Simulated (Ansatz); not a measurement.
Ideal-gas functions of F$_{2}$H$_{3}$OSiSn, SMILES `[F][Sn]([F])[O][SiH3]` radical at 800 K and 1 bar, from an Ansatz frequency run at PBE0-D4/def2-TZVP.

Molar mass 203.82 g/mol, point group C1 (symmetry number 1), electronic degeneracy 2, moments of inertia 115.407, 411.569, 475.754 u Å². Harmonic wavenumbers (cm⁻¹, unscaled): 19, 34, 85, 152, 158, 182, 450, 610, 620, 710, 726, 946, 958, 964, 987, 2216, 2225, 2243.

Use S(trans) = R[1.5 ln M + 2.5 ln T − 1.1517]; rotational temperatures θ = 24.2544 K / I; S(rot) = R[ln(√π/σ · √(T³/θAθBθC)) + 1.5]; for each mode x = 1.438777 ν̃/T, S = R[x/(eˣ − 1) − ln(1 − e⁻ˣ)] and H = RT x/(eˣ − 1); 1 cm⁻¹ = 0.0119627 kJ/mol; R = 8.31446 J/(mol·K).

Task: By hand: the entropy, in J/(mol·K).

Result: Translation 195.7. Rotation: θ = 0.2102, 0.0589, 0.051 K, giving 131.2. Vibration, mode by mode: 36.39, 31.55, 23.94, 19.12, 18.80, 17.64, 10.30, 7.95, 7.83, 6.82, 6.66, 4.83, 4.75, 4.71, 4.56, 0.78, 0.77, 0.75, in all 208.2. Electronic 5.8. Sum 540.9 J/(mol·K).

Task: By hand: H − E and G − E in kJ/mol, counted from the electronic energy.

Result: Zero-point energy ½ × 14285 × 0.0119627 = 85.4; thermal vibration 65.8; translation, rotation and pV give 4 RT = 26.6. H − E = 177.8 kJ/mol, and G − E = 177.8 − 800 × 540.9/1000 = -254.9 kJ/mol.

Vibration gives 38 % of the entropy, 91.9 J/(mol·K) of it from the modes under 150 cm⁻¹: soft modes count most, and the harmonic formula is weakest for them. The sum counts one conformer and one mirror image; others add a mixing term.
